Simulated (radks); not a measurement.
Question: These are the eigenvalues of the occupied orbitals of an atom or ion with whole-number occupations (eV). Calculated with a radial shooting solver on a logarithmic mesh with Libxc functionals: scalar-relativistic Kohn-Sham, SCAN, spin-polarised, spherical densities, finite nucleus; meta-GGA in the generalised Kohn-Sham scheme; Fermi nuclear charge, rms radius of each element as measured or else 0.836 A^(1/3) + 0.57 fm.

1s up: -6672.750
1s down: -6671.073
2s up: -970.0022
2s down: -969.1097
2p up: -854.5789
2p down: -852.8476
3s up: -276.2989
3s down: -269.7774
3p up: -241.4630
3p down: -235.0193

Which element is it, and in what charge state? The configuration may be excited. Open shells, if any, are filled with parallel spins first.

Answer: Z = 25, manganese, charge +9: Mn9+ in [Ne] 3s2 3p4. The list shows which subshells hold electrons but not how many an open one holds; the 1s level, -245.22 hartree, gives Z - s = 22.1 by -(Z - s)^2/2, which with screening and relativity narrows Z to a few neighbours, and the depths of the outer levels then fix element, charge and occupations together.
